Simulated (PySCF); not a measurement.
**Ionising ZnO**

PBE; Zn def2-SVPD, O def2-SVPD; no relativity (PySCF 2.14). Neutral (UKS): triplet (σ ↑, π ↑), Re = 1.880 Å, ωe = 510 cm⁻¹, De = 2.09 eV, HOMO -5.52 eV, LUMO -5.60 eV.

ZnO⁺ (UKS): doublet (π ↑), Re = 1.813 Å, ωe = 609 cm⁻¹, De = 2.22 eV to Zn⁺ + O. The energies at the minima are -1853.85516 hartree for ZnO and -1853.52760 for ZnO⁺.

(1) Work out the adiabatic ionisation energy, without and with harmonic zero-point energies (1 hartree = 27.2114 eV, 1 eV = 8065.5 cm⁻¹), and the change of the bond length.

ZnO⁻ (UKS): doublet (σ ↑), Re = 1.773 Å, ωe = 639 cm⁻¹, De = 2.69 eV to Zn + O⁻. The energies at the minima are -1853.85516 hartree for ZnO and -1853.94344 for ZnO⁻.

(2) Work out the adiabatic electron affinity, without and with harmonic zero-point energies (1 hartree = 27.2114 eV, 1 eV = 8065.5 cm⁻¹), and the change of the bond length.

For an ion De counts to the pair picked by the measured ionisation energies or electron affinities, which need not be the lowest pair at this level. Counting both spins, an empty level lies below a filled one in some of these solutions, because spin and occupation are held. The highest Kohn–Sham level is positive in this anion. Much of that is self-interaction error, but it also means that the finite basis helps to hold the extra electron. States were picked by a PBE0 search and need not be the measured ground states.

Results:

(1) At PBE: 0.32756 hartree = 8.913 eV between the minima; the zero-point term (609.0 − 510.0)/2 cm⁻¹ = +0.006 eV makes it 8.919 eV. Re changes by -6.7 pm against the neutral. The electron leaves a σ orbital, and the shorter bond of the ion fits an antibonding orbital, or a change in how ionic the bond is.

(2) At PBE: 0.08828 hartree = 2.402 eV between the minima; the zero-point term (510.0 − 639.0)/2 cm⁻¹ = -0.008 eV makes it 2.394 eV. Re changes by -10.7 pm against the neutral. The electron enters a π orbital; the charge polarises the partner, so the anion is bound more strongly.
